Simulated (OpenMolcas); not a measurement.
# neutral titanium: terms and fine structure

```
Program             : OpenMolcas 26.06
Method              : RASSCF
Basis               : ANO-RCC-VTZP [6s5p3d2f1g]
Scalar Hamiltonian  : DKH2, point nucleus
Active space        : 4 electrons in 9 orbitals (RAS2 3d 4s; RAS3 4p, at most 2 electrons)
State averaging     : 2S+1 = 3 even, 55 roots (48 in the spin-orbit step); 2S+1 = 5 even, 10 roots kept (CI in the orbitals of an earlier block); 2S+1 = 1 even, 50 roots kept (CI in the orbitals of an earlier block, 42 in the spin-orbit step); 2S+1 = 3 odd, 84 roots (62 in the spin-orbit step); 2S+1 = 5 odd, 39 roots kept (CI in the orbitals of an earlier block, 30 in the spin-orbit step); 2S+1 = 1 odd, 30 roots kept (CI in the orbitals of an earlier block, 22 in the spin-orbit step)
Spin-orbit coupling : state interaction with AMFI integrals over the reference wave functions, term energies averaged over their components
```

Spin-free terms above the lowest, with the occupations of the reference:

```
Configuration    Term  E (cm⁻¹)              Occupations
      3d² 4s²      ³F       0.0  3d 1.99 4s 1.84 4p 0.17
       3d³ 4s      ⁵F      3936          3d 3.00 4s 1.00
    3d² 4s 4p     ⁵G°      7764  3d 2.00 4s 1.00 4p 1.00
      3d² 4s²      ¹D      7779  3d 2.03 4s 1.80 4p 0.17
    3d² 4s 4p     ⁵F°      8976  3d 2.01 4s 0.99 4p 1.00
      3d² 4s²      ³P      9158  3d 2.12 4s 1.73 4p 0.15
       3d³ 4s      ³F      9494  3d 2.94 4s 0.94 4p 0.13
    3d² 4s 4p  ⁵D°(1)     11022  3d 2.01 4s 0.99 4p 1.00
      3d² 4s²      ¹G     12449  3d 2.14 4s 1.70 4p 0.16
    3d² 4s 4p  ³F°(1)     13217  3d 2.00 4s 1.00 4p 1.00
       3d³ 4s      ⁵P     14134  3d 2.98 4s 1.00 4p 0.02
    3d² 4s 4p  ³D°(1)     14357  3d 1.99 4s 1.01 4p 1.00
```

With spin-orbit coupling, above the lowest level:

| Configuration | Term | J | E (cm⁻¹) | Measured (cm⁻¹) | g | Term weight % |
| --- | --- | --- | --- | --- | --- | --- |
| 3d² 4s² | ³F | 2 | 0.0 | 0.0 | 0.666 | 100 |
| 3d² 4s² | ³F | 3 | 143 | 170 | 1.084 | 100 |
| 3d² 4s² | ³F | 4 | 329 | 387 | 1.251 | 100 |
| 3d³ 4s | ⁵F | 1 | 3937 | 6557 | -0.002 | 100 |
| 3d³ 4s | ⁵F | 2 | 3984 | 6599 | 1.000 | 100 |
| 3d³ 4s | ⁵F | 3 | 4055 | 6661 | 1.251 | 100 |
| 3d³ 4s | ⁵F | 4 | 4148 | 6743 | 1.351 | 100 |
| 3d³ 4s | ⁵F | 5 | 4264 | 6843 | 1.401 | 100 |
| 3d² 4s 4p | ⁵G° | 2 | 7618 | 15877 | 0.332 | 100 |
| 3d² 4s 4p | ⁵G° | 3 | 7718 | 15976 | 0.917 | 100 |
| 3d² 4s 4p | ⁵G° | 4 | 7852 | 16106 | 1.150 | 100 |
| 3d² 4s² | ¹D | 2 | 7958 | 7255 | 1.004 | 99 |
| 3d² 4s 4p | ⁵G° | 5 | 8018 | 16267 | 1.267 | 100 |
| 3d² 4s 4p | ⁵G° | 6 | 8217 | 16459 | 1.334 | 100 |
| 3d² 4s 4p | ⁵F° | 1 | 8922 | 16817 | -0.002 | 100 |
| 3d² 4s 4p | ⁵F° | 2 | 8982 | 16875 | 1.000 | 100 |
| 3d² 4s 4p | ⁵F° | 3 | 9073 | 16961 | 1.250 | 100 |
| 3d² 4s 4p | ⁵F° | 4 | 9194 | 17075 | 1.351 | 100 |
| 3d² 4s² | ³P | 0 | 9258 | 8437 |  | 100 |
| 3d² 4s² | ³P | 1 | 9303 | 8492 | 1.501 | 100 |
| 3d² 4s 4p | ⁵F° | 5 | 9344 | 17215 | 1.401 | 100 |
| 3d² 4s² | ³P | 2 | 9404 | 8602 | 1.497 | 99 |
| 3d³ 4s | ³F | 2 | 9529 | 11532 | 0.666 | 100 |
| 3d³ 4s | ³F | 3 | 9645 | 11640 | 1.084 | 100 |
| 3d³ 4s | ³F | 4 | 9797 | 11777 | 1.250 | 100 |
| 3d² 4s 4p | ⁵D°(1) | 0 | 11071 | 18463 |  | 100 |
| 3d² 4s 4p | ⁵D°(1) | 1 | 11093 | 18483 | 1.500 | 100 |
| 3d² 4s 4p | ⁵D°(1) | 2 | 11136 | 18525 | 1.500 | 100 |
| 3d² 4s 4p | ⁵D°(1) | 3 | 11204 | 18594 | 1.501 | 100 |
| 3d² 4s 4p | ⁵D°(1) | 4 | 11300 | 18695 | 1.501 | 100 |
| 3d² 4s² | ¹G | 4 | 12639 | 12118 | 1.000 | 100 |
| 3d² 4s 4p | ³F°(1) | 2 | 13269 |  | 0.667 | 100 |
| 3d² 4s 4p | ³F°(1) | 3 | 13367 |  | 1.084 | 99 |
| 3d² 4s 4p | ³F°(1) | 4 | 13511 |  | 1.251 | 100 |
| 3d³ 4s | ⁵P | 1 | 14253 |  | 2.503 | 100 |
| 3d³ 4s | ⁵P | 2 | 14297 |  | 1.835 | 100 |
| 3d³ 4s | ⁵P | 3 | 14369 |  | 1.668 | 100 |
| 3d² 4s 4p | ³D°(1) | 1 | 14466 |  | 0.500 | 100 |
| 3d² 4s 4p | ³D°(1) | 2 | 14514 |  | 1.167 | 99 |
| 3d² 4s 4p | ³D°(1) | 3 | 14605 |  | 1.333 | 99 |

Against the 30 measured excited levels shown (NIST Handbook of Basic Atomic Spectroscopic Data) the mean absolute deviation is 4700 cm-1; the largest miss in energy is 3d² 4s 4p ⁵G°₂: computed 7618, measured 15877 cm⁻¹ (-52.0 %).

Spin-orbit coupling puts the lowest level 190 cm⁻¹ below the lowest spin-free term.

For ³F the intervals divided by the larger J are 47.6, 46.6 cm-1. Landé's interval rule makes them equal in pure LS coupling; they differ by 2 % of their mean. The multiplet is regular.

Some high roots are left out of the spin-orbit mixing, which shifts the levels that they would mix with. Without dynamic correlation excited terms often stand tens of per cent too high (terms of higher spin than the ground term too low), and those without a measured partner can miss by more than the paired ones. Terms from blocks run as CI alone lack orbitals of their own. Configurations are named by rounded mean occupations; where the s occupation lies near a half they are strongly mixed, a name can repeat and a true partner stay unpaired. A single d shell beside an s shell can misplace configurations of different d count against each other. Computed and measured levels are paired by configuration, term and J; levels that our copy of the source lacks, or whose pairing is in doubt (as where it misses far off the trend of its configuration), stay unpaired and out of the deviations. Only configurations of the active space appear. The first state left out of the spin-orbit step lies near 29000 cm-1 above the lowest spin-free state of the reference (among the parities and spins computed), and the list stops at four fifths of that energy or lower. The table shows the lowest 40 of 82 levels.

The RASSCF and RASSI steps took 2.1 min on 1 thread of Arm Neoverse V2 (shared host); the integral step is not counted.

The term weight is that of the spin-free term in the level, not the purity of its configuration. A number in round brackets counts repeated terms of one configuration in the order of the reference energies. ° marks odd parity.
